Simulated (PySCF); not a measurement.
## Electron correlation in O(2+) (oxygen, charge +2)

[He] 2s2 2p2, high-spin 3P determinant. Calculation: PySCF 2.14, in def2-QZVPPD; the non-relativistic Hamiltonian (point nucleus). Frozen: nothing; 6 electrons correlated.

```tsv
level	correlation energy (mhartree)
CCSD	-124.61
(T)	-1.69
CCSD(T)	-126.30
```

Diagnostics: T1 = 0.0040, D1 = 0.0098, largest double amplitude 0.121.

Cost of the coupled-cluster step: of the order of 6 core-seconds, for 6 correlated electrons.

Iterations:

```
CC2 = 0
CCSD nocc = (np.int64(4), np.int64(2)), nmo = (66, 66)
frozen orbitals [[], []]
max_cycle = 100
direct = 0
conv_tol = 1e-08
conv_tol_normt = 1e-06
diis_space = 8
diis_start_cycle = 0
Init t2, MP2 energy = -0.103643051777312
Init E_corr(UCCSD) = -0.103643051777694
cycle = 1  E_corr(UCCSD) = -0.117552164223942  dE = -0.0139091124  norm(t1,t2) = 0.0352071
cycle = 2  E_corr(UCCSD) = -0.121589070258362  dE = -0.00403690603  norm(t1,t2) = 0.0158991
cycle = 3  E_corr(UCCSD) = -0.124680481193126  dE = -0.00309141093  norm(t1,t2) = 0.0078719
cycle = 4  E_corr(UCCSD) = -0.124602084847719  dE = 7.83963454e-05  norm(t1,t2) = 0.000751994
cycle = 5  E_corr(UCCSD) = -0.12461659891924  dE = -1.45140715e-05  norm(t1,t2) = 9.36631e-05
cycle = 6  E_corr(UCCSD) = -0.124613473005343  dE = 3.1259139e-06  norm(t1,t2) = 1.35393e-05
cycle = 7  E_corr(UCCSD) = -0.124614544566357  dE = -1.07156101e-06  norm(t1,t2) = 3.05782e-06
cycle = 8  E_corr(UCCSD) = -0.124614341149994  dE = 2.03416363e-07  norm(t1,t2) = 6.56339e-07
cycle = 9  E_corr(UCCSD) = -0.124614327260413  dE = 1.38895809e-08  norm(t1,t2) = 8.66172e-08
cycle = 10  E_corr(UCCSD) = -0.124614332422474  dE = -5.16206124e-09  norm(t1,t2) = 1.53258e-08
UCCSD converged
E(UCCSD) = -73.2307021672907  E_corr = -0.1246143324224742
UCCSD(T) correction = -0.00169352967118353
```

This basis was not built for core-valence correlation, so the inner-shell part is incomplete.
